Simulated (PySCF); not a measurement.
## Polarisability and C₆ of Co (cobalt, neutral)

[Ar] 3d7 4s2, high-spin 4F determinant. Calculation: PySCF 2.14, in x2c-QZVPPall with one added diffuse shell each of s, p, d, f, g type (12s8p6d5f3g, 128 functions); scalar relativity by spin-free X2C-1e. Coupled (time-dependent) response in atomic units; α is the mean over directions.

```tsv
method	mean α (bohr³)	C₆ (like pair)	S(−4)
PBEsol	52.40	441.1	1432
```

S(−4) is the Cauchy moment in α(ω) = α(0) + S(−4) ω² + …

Reference α: 55 ± 4 bohr³ (recommended; Schwerdtfeger and Nagle, table of static dipole polarizabilities (2023 update)). Published C₆: 408.0 (Chu and Dalgarno (2004); Tang, Norbeck and Certain (1976)).

α(iu) at PBEsol:

```json
{"u (hartree)": "0", "α(iu) (bohr³)": "52.40"}
{"u (hartree)": "0.0500", "α(iu) (bohr³)": "49.10"}
{"u (hartree)": "0.100", "α(iu) (bohr³)": "41.60"}
{"u (hartree)": "0.200", "α(iu) (bohr³)": "26.88"}
{"u (hartree)": "0.300", "α(iu) (bohr³)": "17.78"}
{"u (hartree)": "0.500", "α(iu) (bohr³)": "9.456"}
{"u (hartree)": "0.750", "α(iu) (bohr³)": "5.549"}
{"u (hartree)": "1.00", "α(iu) (bohr³)": "3.801"}
{"u (hartree)": "1.50", "α(iu) (bohr³)": "2.239"}
{"u (hartree)": "2.00", "α(iu) (bohr³)": "1.534"}
{"u (hartree)": "3.00", "α(iu) (bohr³)": "0.8821"}
{"u (hartree)": "5.00", "α(iu) (bohr³)": "0.4155"}
```
